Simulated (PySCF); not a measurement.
How methods differ on the ionisation energy of Se⁺

Se⁺ [Ar] 3d10 4s2 4p3 (4S) → Se²⁺ [Ar] 3d10 4s2 4p2 (3P), as a difference of total energies. All numbers are calculated (PySCF 2.14, the spin-free X2C one-electron Hamiltonian (Gaussian nucleus), in cc-pVDZ-DK (5s4p2d, 27 functions)). Correlated levels: valence: [Ar] 3d10 frozen. The calculations carry no spin-orbit coupling.

| method | ionisation energy (eV) | difference from reference (eV) |
| --- | --- | --- |
| UHF | 20.857 | -0.339 |
| M06-L | 21.070 | -0.126 |
| B3LYP | 21.327 | +0.131 |
| MP2 (valence) | 21.207 | +0.011 |
| SCS-MP2 (valence) | 21.084 | -0.112 |
| CCSD (valence) | 21.156 | -0.040 |
| CCSD(T) (valence) | 21.158 | -0.038 |

Reference: 21.196 ± 0.01 eV (measured; NIST Atomic Spectra Database, ionization energies).

The reference lies between the lowest fine-structure levels, while these numbers refer to the centres of the terms.

Errors of the correlated levels include the incompleteness of this basis and the frozen core.
